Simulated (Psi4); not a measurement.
thiourea (CH$_{4}$N$_{2}$S), singlet, geometry from GFN2-xTB; PBE/6-31G** (Psi4).

Here is a job for Psi4.
```
memory 2 GB

molecule mol {
0 1
N     0.840639   -1.218680   -0.435214
C    -0.073408   -0.307839   -0.026714
N    -1.313796   -0.765520    0.263029
S     0.307158    1.288079    0.111777
H     0.675146   -2.205044   -0.319917
H     1.794862   -0.906658   -0.493762
H    -1.603464   -1.687889   -0.017904
H    -2.028531   -0.073239    0.408728
}

set {
  basis 6-31g**
  reference rks
  scf_type pk
  puream true
  d_convergence 1e-8
  dft_radial_points 99
  dft_spherical_points 590
}

energy('pbe')
print_variables()
```

What the program printed (banner, timings and long lists left out):

```
   => Loading Basis Set <=

    Name: 6-31G**
    Role: ORBITAL
    Keyword: BASIS

         ---------------------------------------------------------
                                   SCF
               by Justin Turney, Rob Parrish, Andy Simmonett
                          and Daniel G. A. Smith
                              RKS Reference
         ---------------------------------------------------------

  ==> Geometry <==

    Molecular point group: c1
    Full point group: C1

    Geometry (in Angstrom), charge = 0, multiplicity = 1:

       Center              X                  Y                   Z               Mass
    ------------   -----------------  -----------------  -----------------  -----------------
         N            0.825603391622    -1.281732970447    -0.440685565298    14.003074004430
         C           -0.088443608378    -0.370891970447    -0.032185565298    12.000000000000
         N           -1.328831608378    -0.828572970447     0.257557434702    14.003074004430
         S            0.292122391622     1.225026029553     0.106305434702    31.972071174400
         H            0.660110391622    -2.268096970447    -0.325388565298     1.007825032230
         H            1.779826391622    -0.969710970447    -0.499233565298     1.007825032230
         H           -1.618499608378    -1.750941970447    -0.023375565298     1.007825032230
         H           -2.043566608378    -0.136291970447     0.403256434702     1.007825032230

  Running in c1 symmetry.

  Rotational constants: A =      0.34921  B =      0.17661  C =      0.11748 [cm^-1]
  Rotational constants: A =  10469.07865  B =   5294.72203  C =   3521.95220 [MHz]
  Nuclear repulsion =  158.641544105733971

  Charge       = 0
  Multiplicity = 1
  Electrons    = 40
  Nalpha       = 20
  Nbeta        = 20

  ==> Algorithm <==

  SCF Algorithm Type is PK.
  DIIS enabled.
  MOM disabled.
  Fractional occupation disabled.
  Guess Type is SAD.
  Energy threshold   = 1.00e-06
  Density threshold  = 1.00e-08
  Integral threshold = 1.00e-12

  ==> Primary Basis <==

  Basis Set: 6-31G**
    Blend: 6-31G**
    Number of shells: 38
    Number of basis functions: 80
    Number of Cartesian functions: 84
    Spherical Harmonics?: true
    Max angular momentum: 2

  ==> DFT Potential <==

   => LibXC <=

    Version 7.1.2
    S. Lehtola, C. Steigemann, M. J. T. Oliveira, and M. A. L. Marques,  SoftwareX 7, 1–5 (2018) (10.1016/j.softx.2017.11.002)

   => Composite Functional: PBE <=

    PBE GGA Exchange-Correlation Functional

    J.P. Perdew et. al., Phys. Rev. Lett., 77(18), 3865-3868, 1996

    Deriv               =              1
    GGA                 =           TRUE
    Meta                =          FALSE

    Exchange Hybrid     =          FALSE
    MP2 Hybrid          =          FALSE

   => Exchange Functionals <=

    1.0000     XC_GGA_X_PBE

   => Correlation Functionals <=

    1.0000     XC_GGA_C_PBE

   => LibXC Density Thresholds  <==

    XC_GGA_C_PBE:  1.00E-12
    XC_GGA_X_PBE:  1.00E-15

   => Molecular Quadrature <=

    Radial Scheme          =       TREUTLER
    Pruning Scheme         =           NONE
    Nuclear Scheme         =       TREUTLER

    Blocking Scheme        =         OCTREE
    BS radius alpha        =              1
    Pruning alpha          =              1
    Radial Points          =             99
    Spherical Points       =            590
    Total Points           =         439839
    Total Blocks           =           3138
    Max Points             =            256
    Max Functions          =             79
    Weights Tolerance      =       1.00E-15

  ==> Integral Setup <==

  Using in-core PK algorithm.
   Calculation information:
      Number of atoms:                   8
      Number of AO shells:              38
      Number of primitives:             92
      Number of atomic orbitals:        84
      Number of basis functions:        80

      Integral cutoff                 1.00e-12
      Number of threads:                 1

  Performing in-core PK
  Using 10500840 doubles for integral storage.
  We computed 255651 shell quartets total.
  Whereas there are 274911 unique shell quartets.

  ==> DiskJK: Disk-Based J/K Matrices <==

    J tasked:                  Yes
    K tasked:                   No
    wK tasked:                  No
    Schwarz Cutoff:          1E-12

  Minimum eigenvalue in the overlap matrix is 6.1934967011E-03.
  Reciprocal condition number of the overlap matrix is 1.2888988436E-03.
    Using symmetric orthogonalization.

  ==> Pre-Iterations <==

  SCF Guess: Superposition of Atomic Densities via on-the-fly atomic UHF (no occupation information).

   -------------------------
    Irrep   Nso     Nmo
   -------------------------
     A         80      80
   -------------------------
    Total      80      80
   -------------------------

  ==> Iterations <==

                        Total Energy        Delta E     RMS |[F,P]|

   @RKS iter SAD:  -547.67150730171431   -5.47672e+02   0.00000e+00
   @RKS iter   1:  -547.49798261348406    1.73525e-01   1.08567e-02 DIIS/ADIIS
   @RKS iter   2:  -547.03231778451402    4.65665e-01   1.60372e-02 DIIS/ADIIS
   @RKS iter   3:  -547.80715529333941   -7.74838e-01   3.20517e-03 DIIS/ADIIS
   @RKS iter   4:  -547.85021489450241   -4.30596e-02   1.11010e-03 DIIS/ADIIS
   @RKS iter   5:  -547.85456627806241   -4.35138e-03   5.05933e-04 DIIS/ADIIS
   @RKS iter   6:  -547.85534636598868   -7.80088e-04   6.09037e-05 DIIS
   @RKS iter   7:  -547.85535918966639   -1.28237e-05   1.22195e-05 DIIS
   @RKS iter   8:  -547.85535990584390   -7.16178e-07   1.89155e-06 DIIS
   @RKS iter   9:  -547.85535991680604   -1.09621e-08   3.79083e-07 DIIS
   @RKS iter  10:  -547.85535991745485   -6.48811e-10   5.30043e-08 DIIS
   @RKS iter  11:  -547.85535991746508   -1.02318e-11   1.10366e-08 DIIS
   @RKS iter  12:  -547.85535991746622   -1.13687e-12   8.46151e-10 DIIS
  Energy and wave function converged.

  ==> Post-Iterations <==

   Electrons on quadrature grid:
      Ntotal   =   40.0000010788 ; deviation = 1.079e-06

    Orbital Energies [Eh]
    ---------------------

    Doubly Occupied:

       1A    -87.975070     2A    -14.031791     3A    -14.031766
       4A     -9.997537     5A     -7.603437     6A     -5.627435
       7A     -5.620489     8A     -5.616814     9A     -0.899736
      10A     -0.816258    11A     -0.659719    12A     -0.557117
      13A     -0.506873    14A     -0.485932    15A     -0.436719
      16A     -0.361998    17A     -0.315972    18A     -0.240621
      19A     -0.180062    20A     -0.166635

    Virtual:

      21A     -0.019698    22A      0.026290    23A      0.062537
      24A      0.079198    25A      0.115292    26A      0.128019
      27A      0.247891    28A      0.251671    29A      0.305503
      30A      0.380793    31A      0.409464    32A      0.425080
      33A      0.495044    34A      0.517688    35A      0.542798
      36A      0.592950    37A      0.646025    38A      0.661383
      39A      0.671847    40A      0.738056    41A      0.767425
      42A      0.777815    43A      0.794480    44A      0.833978
      45A      0.839839    46A      0.861500    47A      0.869503
      48A      0.975975    49A      1.050199    50A      1.098850
      51A      1.128371    52A      1.238111    53A      1.285694
      54A      1.298352    55A      1.477163    56A      1.499353
      57A      1.563431    58A      1.780588    59A      1.852282
      60A      1.914192    61A      2.007452    62A      2.023507
      63A      2.048427    64A      2.055856    65A      2.179722
      66A      2.205540    67A      2.298675    68A      2.364404
      69A      2.443959    70A      2.499547    71A      2.514344
      72A      2.541334    73A      2.676991    74A      2.846350
      75A      2.878589    76A      2.897067    77A      3.270264
      78A      3.286605    79A      3.338471    80A      3.548926

    Final Occupation by Irrep:
              A
    DOCC [    20 ]
    NA   [    20 ]
    NB   [    20 ]

  @RKS Final Energy:  -547.85535991746622

   => Energetics <=

    Nuclear Repulsion Energy =            158.6415441057339706
    One-Electron Energy =               -1067.9399621765874144
    Two-Electron Energy =                 407.5851061922456324
    DFT Exchange-Correlation Energy =     -46.1420480388583769
    Empirical Dispersion Energy =           0.0000000000000000
    VV10 Nonlocal Energy =                  0.0000000000000000
    Total Energy =                       -547.8553599174662168

Computation Completed

Properties will be evaluated at   0.000000,   0.000000,   0.000000 [a0]

Properties computed using the SCF density matrix

 Multipole Moments:

 ------------------------------------------------------------------------------------
     Multipole            Electronic (a.u.)      Nuclear  (a.u.)        Total (a.u.)
 ------------------------------------------------------------------------------------

 L = 1.  Multiply by 2.5417464519 to convert [e a0] to [Debye]
 Dipole X            :          0.6473279           -1.1365386           -0.4892107
 Dipole Y            :          2.7145925           -4.7661138           -2.0515213
 Dipole Z            :          0.2355670           -0.4135942           -0.1780272
 Magnitude           :                                                    2.1165445

 ------------------------------------------------------------------------------------

  Variable Map:
  ----------------------------------------------------------------------------
  "CURRENT ENERGY"              =>    -547.855359917466
  "CURRENT REFERENCE ENERGY"    =>    -547.855359917466
  "DD SOLVATION ENERGY"         =>       0.000000000000
  "DFT FUNCTIONAL TOTAL ENERGY" =>    -547.855359917466
  "DFT TOTAL ENERGY"            =>    -547.855359917466
  "DFT VV10 ENERGY"             =>       0.000000000000
  "DFT XC ENERGY"               =>     -46.142048038858
  "GRID ELECTRONS ALPHA"        =>      20.000000539383
  "GRID ELECTRONS BETA"         =>      20.000000539383
  "GRID ELECTRONS TOTAL"        =>      40.000001078766
  "NUCLEAR REPULSION ENERGY"    =>     158.641544105734
  "ONE-ELECTRON ENERGY"         =>   -1067.939962176587
  "PCM POLARIZATION ENERGY"     =>       0.000000000000
  "PE ENERGY"                   =>       0.000000000000
  "SCF ITERATION ENERGY"        =>    -547.855359917466
  "SCF ITERATIONS"              =>      12.000000000000
  "SCF TOTAL ENERGY"            =>    -547.855359917466
  "TWO-ELECTRON ENERGY"         =>     407.585106192246
  "XC GRID RADIAL POINTS"       =>      99.000000000000
  "XC GRID SPHERICAL POINTS"    =>     590.000000000000
  "XC GRID TOTAL POINTS"        =>  439839.000000000000

  Array Variable Map:
  ----------------------------------------------------------------------------
  "CURRENT DIPOLE"              =>      -0.489210719338 ... -0.178027188665 1 by 3
  "SCF DIPOLE"                  =>      -0.489210719338 ... -0.178027188665 1 by 3
  "SCF TOTAL ENERGIES"          =>    -547.671507301714 ... -547.855359917466 1 by 13
```
